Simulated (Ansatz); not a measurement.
Cost and result for the atomization energy of `F[Si@H]1[O][Sn@H]1[Cl]` (7 atoms, 7 bonds).

Charge 0, multiplicity 1. Correlated methods include outer-core shells of Sn, which these sets cover unevenly. Sn takes the def2 core potential. All single points use the PBE0-D4/def2-TZVP geometry. Program: Ansatz. All runs use 4 threads of a server CPU on a shared host. Times are those of one run each, without the atoms' runs, and a repeat can differ threefold. Electronic energies, without spin–orbit coupling; frozen cores. CCSD(T)/CBS adds CCSD(T) − MP2 in def2-TZVPP to the MP2 limit, and its time is that of the two runs behind it. T1 = 0.016. With those shells the extrapolation isn't a true limit. HSE06 is the plane-wave form, built on full-range PBE exchange.

CCSD(T)/CBS is a level of theory with its own doubt, some kJ/mol a heavy atom from the limit and from the frozen cores, so smaller differences don't rank the functionals.

```csv
level,functions,wall time,atomization (kcal/mol),difference from CCSD(T)/CBS,per bond
LDA (SPW92)/def2-TZVPP,224,1.5 s,642.1,87.0,12.4
revPBE-D4/def2-TZVPP,224,2.2 s,539.3,-15.8,-2.3
BLYP-D4/def2-TZVPP,224,2.2 s,546.4,-8.7,-1.2
PBE-D4/def2-TZVPP (with forces),224,2.8 s,558.5,3.4,0.5
BHLYP-D4/def2-TZVPP,224,3.7 s,518.0,-37.1,-5.3
HSE06-D4/def2-TZVPP,224,3.8 s,540.4,-14.7,-2.1
CAM-B3LYP-D4/def2-TZVPP,224,4.1 s,544.9,-10.2,-1.5
r2SCAN-D4/def2-TZVPP (with forces),224,5.5 s,553.1,-2.0,-0.3
CCSD(T)/def2-SVP,100,6 s,486.2,-68.9,-9.8
B97M-V/def2-TZVPP,224,9.5 s,558.4,3.3,0.5
MP2/def2-QZVPP,396,18 s,564.8,9.7,1.4
CCSD(T)/def2-TZVPP,224,3 min,531.0,-24.1,-3.4
CCSD(T)/CBS(def2),–,3.3 min,555.1,0.0,0.0
```

From BLYP to BHLYP (50 % exact exchange), in def2-TZVPP and without D4, the atomization energy moves by −25.6 kcal/mol: exact exchange takes away binding that semilocal exchange gives to molecules. At CCSD(T), def2-SVP lies −68.9 kcal/mol from the extrapolated value and def2-TZVPP −24.1 kcal/mol: correlation converges slowly with the basis, and small sets miss more of it in the bonded molecule than in its fragments. The D4 term adds +7.8 kcal/mol with B3LYP and +4.1 kcal/mol with PBE0; it sums over pairs of atoms, weighted by their polarisabilities, and B3LYP, whose exchange is more repulsive, gets the larger term.

B3LYP here is the variant with VWN-RPA as its local correlation; programs differ in this.

Spin–orbit coupling would lower the free Sn atoms strongly, and the atomization energy with them, by more than many differences here. For some Ge, Se and Sn compounds the MP2-based and the directly extrapolated limit differ by 10 to 25 kJ/mol.
